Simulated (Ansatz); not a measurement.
`B[SiH](B)F` + `N=C(O)[SiH3]` → `B/N=C(/O)[SiH3]` + `B[SiH2]F` at 298.15 K and 1 bar (cleavage of the B–Si bond).

Calculated with Ansatz (gas phase, PBE0-D4/def2-TZVP geometries, no zero-point term in ΔE). CCSD(T)/CBS adds triple-zeta CCSD(T) − MP2 to the extrapolated MP2 energy (def2 sets, frozen cores). Each species was taken in one conformer, which may not be the lowest.

```tsv
species	CCSD(T)/CBS energy (Eh)	H − E (kJ/mol)	S (J/(mol·K))
`B[SiH](B)F`	-441.44960	154.8	328.7
`N=C(O)[SiH3]`	-459.99321	177.6	308.1
`B/N=C(/O)[SiH3]`	-485.40570	210.5	346.9
`B[SiH2]F`	-416.08532	118.3	289.1
```

H − E and S are ideal-gas, rigid-rotor, harmonic terms from PBE0-D4/def2-TZVP, for one conformer and one mirror image of each species. 1 Eh = 2625.50 kJ/mol, R = 8.31446 J/(mol·K).

Task: By hand: ΔE, ΔH, ΔS and ΔG.

Result: ΔE = (-485.40570) + (-416.08532) − (-441.44960) − (-459.99321) = -0.04821 Eh = -126.6 kJ/mol. Δ(H − E) = 210.5 + 118.3 − 154.8 − 177.6 = -3.6, so ΔH = -130.2 kJ/mol. ΔS = 346.9 + 289.1 − 328.7 − 308.1 = -0.8 J/(mol·K). ΔG = -130.2 − 298.15 × (-0.8)/1000 = -130.0 kJ/mol.

Task: By hand: the equilibrium constant, and the temperature at which ΔG would vanish if ΔH and ΔS stayed fixed.

Result: log₁₀ K = −ΔG/(RT ln 10) = 22.8. ΔG = 0 at ΔH/ΔS = 162750 K, far beyond where these terms or the molecules hold.

The number of gas molecules stays the same, so ΔS is small and ΔH decides. A doubt of 5 kJ/mol in ΔE shifts log₁₀ K by 0.9 here. Other conformers and mirror images would add mixing entropy, several J/(mol·K) or more a flexible species. These are equilibria of isolated gas molecules and say nothing of rates. Largest T1 diagnostic: 0.015 (customary marks: 0.02 for closed shells, 0.045 for open ones).
